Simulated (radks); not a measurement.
Spin polarisation of the 6s1 shell in the lead ion Pb3+. Start: [Xe] 4f14 5d10 6s(up 0.5, down 0.5); electrons of 6s are moved from spin down to spin up, other shells keep equal spins. All-electron calculation, scalar-relativistic Kohn-Sham, r2SCAN, spin-polarised, spherical densities, finite nucleus; meta-GGA in the generalised Kohn-Sham scheme; Fermi nuclear charge, rms radius of each element as measured or else 0.836 A^(1/3) + 0.57 fm. Program: a radial shooting solver on a logarithmic mesh with Libxc functionals.

[
 {"moment (Bohr magnetons)": "0", "E - E(0) (eV)": "0.000", "e(6s up) (eV)": "-37.261", "e(6s down) (eV)": "-37.261", "5d down minus up (eV)": "0.000", "5p down minus up (eV)": "0.000", "4f down minus up (eV)": "0.000"},
 {"moment (Bohr magnetons)": "0.25", "E - E(0) (eV)": "-0.030", "e(6s up) (eV)": "-37.500", "e(6s down) (eV)": "-37.013", "5d down minus up (eV)": "0.116", "5p down minus up (eV)": "0.023", "4f down minus up (eV)": "0.015"},
 {"moment (Bohr magnetons)": "0.5", "E - E(0) (eV)": "-0.122", "e(6s up) (eV)": "-37.734", "e(6s down) (eV)": "-36.758", "5d down minus up (eV)": "0.234", "5p down minus up (eV)": "0.046", "4f down minus up (eV)": "0.031"},
 {"moment (Bohr magnetons)": "0.75", "E - E(0) (eV)": "-0.275", "e(6s up) (eV)": "-37.970", "e(6s down) (eV)": "-36.495", "5d down minus up (eV)": "0.351", "5p down minus up (eV)": "0.068", "4f down minus up (eV)": "0.046"},
 {"moment (Bohr magnetons)": "1", "E - E(0) (eV)": "-0.491", "e(6s up) (eV)": "-38.207", "e(6s down) (eV)": "-36.220", "5d down minus up (eV)": "0.469", "5p down minus up (eV)": "0.090", "4f down minus up (eV)": "0.062"}
]

At moment 1 the spin-polarisation energy is -0.491 eV and the 6s exchange splitting 1.987 eV, that is 1.987 eV per Bohr magneton; E = -I m^2/4 would give I = 1.963 eV.
